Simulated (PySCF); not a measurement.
BaF2, SMILES [F][Ba][F].

Geometry: PBE0-D3(BJ)/def2-TZVP. The isomer is the one that the SMILES or the coordinates give; other isomers of the formula were not compared. The def2 effective core potentials stand for the cores of Ba; spin–orbit coupling is left out.

Two levels are set side by side: TDA-PBE/def2-TZVPD (PySCF) and TDA-ωB97X/def2-TZVPD (PySCF). Vertical, same geometry. The lowest singlet is HOMO→LUMO 100 % with PBE and HOMO→LUMO 73 %, HOMO→LUMO+3 16 % with the other functional; states are paired by order. Differences are taken from unrounded values.

| quantity | TDA-ωB97X | TDA-PBE | TDA-PBE minus TDA-ωB97X |
|---|---|---|---|
| lowest singlet excitation (eV) | 6.68 | 4.60 | -2.08 |
| lowest triplet excitation (TDA) (eV) | 6.63 | 4.57 | -2.07 |

Functionals without exact exchange tend to place singlet excitations lower, as here. Differences between two approximate levels are no errors against the true value.

Rough cost on one machine, each run with all the roots and properties that it gave: TDA-ωB97X against TDA-PBE about 5 times.
